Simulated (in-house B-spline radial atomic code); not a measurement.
Inner levels of xenon as electrons are removed. A shift is the extra binding of the orbital against the neutral atom ([Kr] 4d10 5s2 5p6). The density at the nucleus is averaged over the nuclear charge. Computed with a B-spline radial code for spherical atoms: Dirac-Hartree-Fock, jj configuration that fills j = l - 1/2 first, finite nuclei.

A number in brackets counts the electrons of a j subshell.

```tsv
ion	configuration	shift of 4d5/2 (eV)	shift of 3p1/2 (eV)	shift of 3d5/2 (eV)	radius of 4d5/2 (bohr)	radius of 3p1/2 (bohr)	radius of 3d5/2 (bohr)	Σ<r²> (bohr²)	change of density at nucleus (bohr⁻³)
Xe	[Kr] 4d10 5s2 5p6	0	0	0	0.8806	0.29523	0.28145	61.199	-
Xe+	[Kr] 4d10 5s2 5p1/2(2) 5p3/2(3)	9.9452	10.067	10.041	0.8793	0.29522	0.28145	51.096	9.549
Xe2+	[Kr] 4d10 5s2 5p1/2(2) 5p3/2(2)	21.033	21.361	21.307	0.87738	0.29521	0.28144	43.115	20.765
Xe3+	[Kr] 4d10 5s2 5p1/2(2) 5p3/2(1)	33.096	33.724	33.641	0.87491	0.2952	0.28142	36.483	33.421
Xe4+	[Kr] 4d10 5s2 5p1/2(2)	46.022	47.052	46.939	0.87193	0.29518	0.2814	30.801	47.343
Xe5+	[Kr] 4d10 5s2 5p1/2(1)	60.071	61.402	61.43	0.86906	0.2952	0.28137	25.997	60.09
Xe6+	[Kr] 4d10 5s2	?	?	?	?	?	?	?	?
Xe7+	[Kr] 4d10 5s1	91.23	93.666	93.914	0.8606	0.29519	0.28129	18.394	-25.955
Xe8+	[Kr] 4d10	108.18	111.45	111.75	0.85524	0.29516	0.28124	15.321	-139.3
Xe9+	[Kr] 4d3/2(4) 4d5/2(5)	?	?	?	?	?	?	?	?
Xe10+	[Kr] 4d3/2(4) 4d5/2(4)	158.67	171.03	170.72	0.8226	0.29487	0.28127	12.923	-86.588
Xe11+	[Kr] 4d3/2(4) 4d5/2(3)	185.08	202.55	201.91	0.80788	0.29469	0.28106	11.853	-56.811
Xe12+	[Kr] 4d3/2(4) 4d5/2(2)	?	?	?	?	?	?	?	?
Xe13+	[Kr] 4d3/2(4) 4d5/2(1)	240.1	268.9	267.56	0.78069	0.29426	0.28053	9.9213	9.48
```

Fill in the row of Xe6+.

shift of 4d5/2 (eV): 74.887; shift of 3p1/2 (eV): 76.606; shift of 3d5/2 (eV): 76.804; radius of 4d5/2 (bohr): 0.86573; radius of 3p1/2 (bohr): 0.29521; radius of 3d5/2 (bohr): 0.28133; Σ<r²> (bohr²): 21.752; change of density at nucleus (bohr⁻³): 73.614.

Fill in the row of Xe9+.

shift of 4d5/2 (eV): 133.03; shift of 3p1/2 (eV): 140.65; shift of 3d5/2 (eV): 140.66; radius of 4d5/2 (bohr): 0.83823; radius of 3p1/2 (bohr): 0.29503; radius of 3d5/2 (bohr): 0.28145; Σ<r²> (bohr²): 14.075; change of density at nucleus (bohr⁻³): -114.11.

Fill in the row of Xe12+.

shift of 4d5/2 (eV): 212.22; shift of 3p1/2 (eV): 235.18; shift of 3d5/2 (eV): 234.2; radius of 4d5/2 (bohr): 0.79394; radius of 3p1/2 (bohr): 0.29449; radius of 3d5/2 (bohr): 0.28081; Σ<r²> (bohr²): 10.855; change of density at nucleus (bohr⁻³): -24.786.
